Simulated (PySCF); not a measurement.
Ar²⁺: ionisation energy

Ar²⁺ [Ne] 3s2 3p4 (3P) → Ar³⁺ [Ne] 3s2 3p3 (4S), as a difference of total energies. Computed with PySCF 2.14 in dyall-acv3z (19s12p6d4f, 113 functions), with no relativity, point nucleus. Correlated levels: valence: [Ne] frozen; virtual orbitals above 40 to 60 times the deepest correlated orbital energy dropped. The calculations carry no spin-orbit coupling.

| method | ionisation energy (eV) |
| --- | --- |
| UHF | 39.397 |
| MP2 (valence) | 40.239 |
| SCS-MP2 (valence) | 40.336 |
| CCSD (valence) | 40.350 |
| CCSD(T) (valence) | 40.379 |

How much does correlation contribute at CCSD(T) (valence)?

40.379 − (39.397) = 0.982 eV, measured against UHF.

A first-order spin-orbit estimate (lowest level to lowest level, LS coupling) adds 0.062 eV.

Errors of the correlated levels include the incompleteness of this basis and the frozen core.

For comparison: 40.735 ± 0.012 eV (semi-empirical (NIST evaluation); NIST Atomic Spectra Database, ionization energies).
